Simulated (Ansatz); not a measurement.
Molecule: C2HO, net charge 0, doublet state. It need not be the lowest isomer of its formula. 
Structure (B3LYP-D3(BJ)/def2-TZVP (Ansatz, a quantum-chemistry and plane-wave program) minimum search):
SMILES: OC#[C]
```xyz
4

C      1.4687    -0.1022    -0.1775
C      0.2013    -0.0129    -0.0178
O     -1.0660     0.1572     0.0754
H     -1.4922    -0.5665     0.5690
```
Charge 0, spin multiplicity 2.

Basis-set convergence of Hartree-Fock and CCSD correlation energies (hartree) with Ansatz. Correlated levels leave the core frozen unless marked. UHF or UKS for open shells. Spin-orbit coupling is left out. Non-relativistic.

```
basis    functions       E(HF)  E(corr, CCSD)
-------  ---------  ----------  -------------
cc-pVDZ         47  -151.01566       -0.41973
cc-pVTZ        104  -151.05914       -0.51118
cc-pVQZ        195  -151.07008       -0.54163
```

Extrapolating the two largest sets (X = 3 and 4) as X^-3: E(corr) = (64·(-0.54163) - 27·(-0.51118))/37 = -0.5639 Eh, an estimate of the basis-set limit. The largest set recovers 96.1 % of it, the smallest 74.4 %.
